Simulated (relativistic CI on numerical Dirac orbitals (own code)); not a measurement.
# Sensitivity of the levels of Te VII to α and to the nuclear radius

Method of calculation: Dirac-Coulomb-Breit CI, orbitals from a KLI potential per configuration, derivatives by finite differences, unscaled Slater integrals, QED left out (own radial code, finite nucleus).

Configurations in the expansion (outside the closed core [Kr]): 4d¹⁰, 4d⁹5s, 4d⁹4f, 4d⁹5p, 4d⁹5d, 4d⁹5f. Double excitations out of closed p, d and f shells are left out; levels of such configurations are missing from the list, as are those of other unlisted configurations, and high levels can miss mixing partners.

With x = (α/α₀)² − 1 an excitation energy changes as ω = ω₀ + qx; K = 2q/ω₀ is the relative enhancement. Terms are leading LS components, so labels can repeat. The field-shift factor is F = δν/δ⟨r²⟩ for the transition from the lowest level.

Lowest level 4d¹⁰ ¹S0.

```tsv
Level	ω₀ (cm⁻¹)	q (cm⁻¹)	F (GHz/fm²)
4d⁹5s ³D3	309492	-38810	27
4d⁹5s ³D2	312854	-37370	26.7
4d⁹5s ³D1	321447	-27060	27.2
4d⁹5s ¹D2	325516	-27440	26.5
4d⁹5p ³P°2	406665	-29450	4.36
4d⁹5p ³F°3	410813	-31030	4.41
4d⁹5p ³P°1	419483	-15690	4.23
4d⁹5p ³F°2	420217	-19790	4.51
4d⁹5p ³F°4	421153	-17030	4.01
4d⁹5p ³P°0	427718	-5259	4.17
4d⁹5p ¹D°2	428111	-18780	4.14
4d⁹5p ³D°3	429667	-16680	4.02
4d⁹5p ¹P°1	431209	-18030	4.33
```

At this charge configurations can still be misplaced by up to about 7 % of their energy. Levels and lines within the n = 5 or 6 shells can be off by up to 10 % or somewhat more, and those that change n by about 2 %, since core polarisation is missing.

**Question.** Which transition from the lowest level has the largest |K|?

**Answer.** 4d⁹5s ³D3 at 309492 cm⁻¹, K = -0.251.
